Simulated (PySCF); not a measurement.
## Gas-phase thermal properties of SrOH

Method: PySCF energies (xtb for GFN2) plus ideal-gas RRHO corrections (1 bar). Table values come from the NASA 1993 polynomials. Open shells (unrestricted): SrOH (multiplicity 2). GFN2 has no spin-polarisation term. Sr: scalar-relativistic def2 core potential, no spin-orbit coupling. The harmonic model lacks anharmonicity and excited electronic states, which grow with temperature; levels with a mode under 35 cm⁻¹ are left out. The table's entry may be an old estimate for SrOH (not checked at source).

| level | point group | σ | ZPE (kJ/mol) | S°298 (J/mol/K) | Cp298 (J/mol/K) | S°1000 (J/mol/K) | H1000 − H298 (kJ/mol) |
|---|---|---|---|---|---|---|---|
| table | - | - | - | 246.5 | 46.0 | 308.1 | 36.2 |
| GFN2-xTB | C∞v | 1 | 27.6 | 256.0 | 49.6 | 319.4 | 37.1 |
| PBE/def2-SVP | C∞v | 1 | 30.2 | 249.5 | 47.2 | 311.7 | 36.5 |
| PBE0/def2-TZVP | C∞v | 1 | 31.5 | 248.1 | 46.8 | 310.0 | 36.4 |
σ: rotational symmetry number. Electronic degeneracy used: 2. Frequencies are unscaled.
